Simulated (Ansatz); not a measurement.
Compare A (`C=N/C(F)=C/[SiH3]`) with its isomer B (`N=CC1(F)C[SiH2]1`).

Isolated molecules relaxed with PBE0-D4/def2-TZVP in Ansatz; ΔE leaves out vibrations. CCSD(T)/CBS is the MP2 limit (def2-TZVPP, def2-QZVPP) plus CCSD(T) − MP2 in def2-TZVPP, frozen cores. Functionals use def2-TZVPP. B3LYP here is the variant with VWN-RPA as its local correlation; programs differ in this. One conformer a species, not always the lowest.

(1) Which is lower in electronic energy at CCSD(T)/CBS, and by how much? (Best estimate.)

(2) Give E(B) − E(A) in kcal/mol with ωB97M-V, r2SCAN-D4, PBE-D4, PBE0-D4, MP2/def2-TZVPP, CCSD/def2-TZVPP, B3LYP. (Best estimate.)

Largest T1 diagnostic: 0.014.

Answers

(1) The calculation gave: A, by 12.2 kcal/mol.

(2) The calculation gave: ωB97M-V 10.9, r2SCAN-D4 11.4, PBE-D4 10.2, PBE0-D4 9.8, MP2/def2-TZVPP 11.3, CCSD/def2-TZVPP 13.3, B3LYP 15.7. None reverses the order clearly.

In def2-TZVPP, CCSD(T) changes the Hartree–Fock value by −7.5 kcal/mol (the triples alone add −0.1 kcal/mol) and MP2 by −9.4 kcal/mol.
